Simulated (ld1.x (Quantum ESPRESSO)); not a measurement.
## Before and after: TM semilocal potential for Au

- Element: Au
- Generator: ld1.x (Quantum ESPRESSO) 7.5
- Type: norm-conserving Troullier–Martins (semilocal form)
- Functional: PW91
- Relativity: scalar-relativistic
- Frozen core: [Kr] 4d10 4f14 5s2
- Valence charge: 17
- Reference configuration: 5p6 5d10 6s1 6p0
- Partial waves: 6s (bound): rc 2.45 bohr; 5p (bound): rc 1.50 bohr; 5d (bound): rc 2.40 bohr
- Local potential: the d channel
- Core correction: none

All-electron outer shells of the reference configuration (PW91, scalar-relativistic, ld1.x):

```
shell  level (eV)  outermost node (bohr)  outermost maximum (bohr)
   5s     -108.48                   0.48                      0.84
   4f      -81.24                      –                      0.37
   5p      -59.86                   0.52                      0.96
   5d       -6.94                   0.56                      1.21
   6s       -5.83                   1.11                      2.32
   6p       -0.84                   1.32                      3.64
```

Change: wave 6s (bound): rc 2.45 bohr becomes 6s (bound): rc 3.36 bohr.

Cutoffs: the cutoffs (Ry, on a coarse ladder) from which the occupation-weighted sum of valence levels, in a spherical-Bessel basis at the reference potential, stays within 10 and 1 mRy of its value at 400 Ry; they do not see the model core or the augmentation charge, which bear on the density cutoff. Errors are all-electron minus pseudo energies relative to the spin-unpolarised reference configuration.

Task: Predict the effect on cutoff, ghosts and configuration errors.

Result: The potential gets neither clearly harder nor softer (60 Ry and 100 Ry → 60 Ry and 100 Ry); the p channel sets the loose cutoff, while the largest relative change is in s, which becomes softer; of the 7 tests that both files solve, the error grows in 5 and shrinks in 0 by more than 15 % and 0.3 meV (median size 22.6 → 87.3 meV); neither file shows a bound ghost. More of the atom is replaced by a form fitted at one configuration, so other configurations suffer. A semilocal file is local in each channel, so a ghost entry of none says nothing of the separable form that plane-wave codes build from it.

```csv
quantity,base,changed
"cutoff, loose",60 Ry,60 Ry
"cutoff, tight",100 Ry,100 Ry
loose cutoff by channel (10 mRy a level),"s 8 Ry, p 45 Ry, d 30 Ry","s 6 Ry, p 45 Ry, d 30 Ry"
bound ghosts,none,none
"error for 5p6 5d10 6s0 6p0, meV [ΔE 9.49 eV]",-11,-12
"error for 5p6 5d9 6s0 6p0, meV [ΔE 30.78 eV]",-23,-103
"error for 5p6 5d8 6s0 6p0, meV [ΔE 64.73 eV]",-38,-224
"error for 5p6 5d9 6s1 6p0, meV [ΔE 12.19 eV]",-2.5,+38
"error for 5p6 5d9 6s1 6p1, meV [ΔE 7.52 eV]",+137,+159
"error for 5p6 5d10 6s0 6p1, meV [ΔE 5.29 eV]",+92,+87
"error for 5p6 5d9 6s2 6p0, meV [ΔE 1.68 eV]",-6.7,+68
```
